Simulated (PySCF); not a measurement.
Effect of structural changes

The calculation used GIAO B3LYP/pcSseg-1 magnetisability, rotational g tensor and spin-rotation constants, non-relativistic, gas phase in PySCF. Geometry: GFN2-xTB.

Each molecule in one low-energy conformer.

The calculation is non-relativistic, which matters for the atoms heavier than Zn.

Task: How does the isotropic susceptibility change along this series?
- C=CCO[SiH2][SiH2]Br (H on C replaced by vinyl)
- O=CCO[SiH2][SiH2]Br (H on C replaced by CHO)
- COCO[SiH2][SiH2]Br (H on C replaced by OCH3)
- CCO[SiH2][SiH2]Br (H on C replaced by CH3)

Result: 
| molecule | χ, cgs (10⁻⁶ cm³/mol) | magnetisability anisotropy (10⁻³⁰ J/T²) |
| --- | --- | --- |
| C=CCO[SiH2][SiH2]Br | -95.0 | 232 |
| O=CCO[SiH2][SiH2]Br | -82.6 | 213 |
| COCO[SiH2][SiH2]Br | -95.8 | 175 |
| CCO[SiH2][SiH2]Br | -91.7 | 249 |

The isotropic susceptibility is lowest for COCO[SiH2][SiH2]Br and highest for O=CCO[SiH2][SiH2]Br.
